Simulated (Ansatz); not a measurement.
Born–Oppenheimer molecular dynamics of ClF3Hf (5 atoms, charge 0, multiplicity 1). It starts from a relaxed structure.

Level of theory: RKS B3LYP-D4/def2-SVP (Ansatz 0.2.0).

* ensemble: NVE (velocity Verlet)
* time step: 12 fs
* steps asked: 40
* starting velocities drawn for: 400 K
* seed: 903283

First frame:

```xyz
5
Properties=species:S:1:pos:R:3
Hf 0.026 0.000 -0.009
F 0.009 0.000 1.898
Cl 2.248 0.000 -0.794
F -0.886 1.552 -0.636
F -0.886 -1.552 -0.636
```

Task: How far do the bonds stretch over the last three quarters of this one trajectory? (Pairs bonded in most of those frames.)

Result: 
```csv
bond,mean (Å),spread (Å),shortest,longest
Hf1–F2,1.913,0.044,1.83,1.97
Hf1–Cl3,2.361,0.019,2.32,2.39
Hf1–F4,1.912,0.052,1.83,1.98
Hf1–F5,1.908,0.031,1.86,1.95
```

Mean temperature of the second half: 209 K. The conserved energy wandered by up to 23.9 meV per atom (net 12.7 meV per atom), which is poor conservation. Over the second half the temperature averaged 0.52 of the 400 K drawn at the start: a run that starts near a minimum puts about half its kinetic energy into the potential. A run of 0.48 ps of so small a system gives no equilibrium averages.

Run time: 3.6 min on 1 thread of Arm Neoverse V2, on a shared host, peak memory 0.19 GiB.
